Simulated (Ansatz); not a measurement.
Relaxation of Cl₂GaH (4 atoms, charge 0, multiplicity 1), to a largest force component of 0.03 eV/Å in at most 50 steps.

Level of theory: RKS B3LYP-D4/def2-SVP in Ansatz 0.2.0.

```xyz
4
Properties=species:S:1:pos:R:3
Ga 0.111 0.000 0.279
H 0.487 0.000 1.779
Cl 2.271 0.000 -0.145
Cl -1.492 0.000 -1.119
```

Q: Where does it end, and by what steps?

A: It converged. After 5 steps the energy has fallen by 0.565 eV; H2 moved furthest, 0.42 Å.

```
step  energy less start (eV)  largest force component (eV/Å)  accepted
   0                  0.0000                           1.307       yes
   1                 -0.3751                           1.001       yes
   2                 -0.5441                           0.779       yes
   3                 -0.5593                           0.422       yes
   4                 -0.5645                           0.030       yes
   5                 -0.5646                           0.005       yes
```

```xyz
4
Properties=species:S:1:pos:R:3
Ga 0.317 0.000 0.384
H 0.091 0.000 1.917
Cl 2.282 0.000 -0.488
Cl -1.313 0.000 -1.018
```

Run time: 18 s on 1 thread of Arm Neoverse V2, on a shared host, peak memory 0.15 GiB.
